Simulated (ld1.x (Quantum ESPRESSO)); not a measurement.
Values are calculated unless marked as measured or tabulated.
**Pseudopotentials across the periodic table**

Generated with ld1.x 7.5 (TM, RRKJ, ultrasoft, PAW), atompaw 4.2 or ONCVPSP 4.0.1. The cutoff is in Ry: for ld1.x and atompaw files where the sum of valence levels is converged to 10 mRy in a Bessel basis, for ONCV files where the hardest occupied wave has 1 mHa per electron of residual kinetic energy. The error is the largest all-electron minus pseudo excitation energy over each file’s own four to seven test configurations (ionisations up to +4, promotions, holes and added fractions of an electron), all of which were solved. The labels leave out finer settings (local radius, basis sizes, second energies), which also bear on the numbers. Spin-polarised tests are not counted. The rows are a selection from randomly drawn settings: files with unsolved tests, undetermined cutoffs or missed reference levels are left out.

A true bound ghost makes a file unfit for plane-wave use even where its test errors are small: the radial tests pick states by their node count and pass the ghost by.

```tsv
element	potential	cutoff (Ry)	largest error (meV)	bound ghosts
N	TM, PBE, scalar-relativistic, rc 0.70/1.65 (sp), local p, core correction yes, reference 2s2 2p2	140	+551	none
Ti	TM, PBE, scalar-relativistic, rc 2.30/2.50/1.68 (spd), local p, core correction no, reference 3d2 4s1 4p0	70	+185	s
Cr	TM, PBE, scalar-relativistic, rc 2.05/0.95/0.95 (spd), local p, core correction yes, reference 3p6 3d5 4s0 4p0	180	-115	s
Se	RRKJ, LDA (PZ), scalar-relativistic, rc 1.50/1.50/1.10 (spd), local d, core correction no, reference 3d10 4s1 4p5	260	+2.8	s, p
Zr	TM, PBE, fully relativistic, rc 3.00/3.50/2.80 (spd), local s, core correction no, reference 4d2 5s1.5 5p0.5	21	+140	none
Tc	TM, revPBE, scalar-relativistic, rc 2.55/2.50/1.50 (spd), local s, core correction yes, reference 4d5 5s1.5 5p0	50	-183	none
Ir	RRKJ, PBE, fully relativistic, rc 2.05/1.70/2.40 (spd), local s, core correction yes, reference 5p6 5d7.5 6s1.5 6p0	40	-1422	none
```

Q: Fill in the row for Ta: RRKJ, PBE, scalar-relativistic, rc 3.00/1.60/2.80 (spd), local s, core correction yes, reference 5p6 5d4 6s1 6p0.

A: cutoff 55 Ry, largest error -463 meV, bound ghosts: none.
